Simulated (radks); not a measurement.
The numbers below are computed, except where a source is named.
Valence configurations of V II (all share [Ar]). Level of theory: scalar-relativistic Kohn-Sham, LDA (Slater exchange, Perdew-Wang correlation), spin-polarised, spherical densities, point nucleus; open shells are filled with parallel spins first (a radial shooting solver on a logarithmic mesh with Libxc functionals). Energies are relative to 3d4; eigenvalues in eV for spin up.

valence          E (eV)  moment (Bohr magnetons)    e(3d)    e(4p)    e(4s)
3d4               0.000                        4  -10.051        -        -
3d3 4p1           5.243                        4  -14.939   -8.091        -
3d3 4s1           0.923                        4  -13.818        -  -11.753
3d2 4s2           5.768                        2  -18.434        -  -12.930
3d2 4s1 4p1       9.203                        4  -19.594   -9.243  -14.056
3d1 4s2 4p1      18.289                        2  -25.028  -10.061  -15.293
3d2.5 4s1 4p0.5   4.564                        4  -16.609   -8.373  -12.919
3d2 4p2          14.049                        4  -20.659   -9.756        -
3d3.5 4p0.5       2.247                        4  -12.385   -7.201        -
3d1 4s1 4p2      21.896                        4  -26.038  -10.896  -16.260

NIST lists [Ar] 3d4 as the ground configuration; this level of theory agrees among the configurations tried. The energies are those of spherical high-spin densities, not of single terms.
